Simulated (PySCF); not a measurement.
SeSn, SMILES [Se]=[Sn] (connectivity only; charge and spin as stated), neutral, multiplicity 1. Heavy atoms are numbered as in [Sn:1]=[Se:2].

Geometry: r2SCAN-D4/def2-TZVP. The def2 effective core potentials stand for the cores of Sn; spin–orbit coupling is left out.

Level of theory: PBE/def2-TZVPD (PySCF).

Mulliken values depend strongly on the basis, most of all with diffuse functions as here. ESP charges are fitted to the potential on shells at 1.4 to 2.0 van der Waals radii. Atomic charges (e), one atom of each kind:

| atom | ESP fit | Mulliken |
|---|---|---|
| Sn1 | [?] | 0.44 |
| Se2 | [?] | -0.44 |

Problem. Fill in the missing entries. (An estimate is asked for; the answer gives what the named calculation found.)

Solution. 
- Sn1, ESP fit: 0.26
- Se2, ESP fit: -0.26
